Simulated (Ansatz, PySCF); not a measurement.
C2H9N3Si, SMILES C/C=N/[SiH](N)N.

The structure is a stationary point at PBE0-D3(BJ)/def2-SVP. The structure was generated by enumeration; whether it is a known compound was not checked. One conformer was computed; it need not be the lowest.

Vertical ionisation energy (IE) and electron affinity (EA) in eV. Rows of orbital energies are one-electron estimates. Where ΔSCF, EOM or ADC give a negative EA the extra electron is unbound and the value depends on the basis.

| level | IE | EA |
|---|---|---|
| −ε(HOMO), −ε(LUMO), r2SCAN/def2-TZVP (PySCF) | 5.53 | 1.15 |
| −ε(HOMO), −ε(LUMO), PBE/def2-TZVP (PySCF) | 5.27 | 1.37 |
| ΔSCF, PBE0/def2-SVPD (Ansatz), final states of multiplicity 2 and 2 | 8.58 | -1.46 |
| ΔSCF, PBE/def2-SVPD (Ansatz), final states of multiplicity 2 and 2 | 8.19 | -1.26 |

### Question
What vertical singlet–triplet gap does ΔSCF give with PBE0/def2-SVPD (Ansatz, a program for electronic structure) and with PBE/def2-SVPD (Ansatz)? (Estimate from the structure and the level; the computed values follow.)

### Answer
3.70 and 3.71 eV (triplet above singlet where positive).
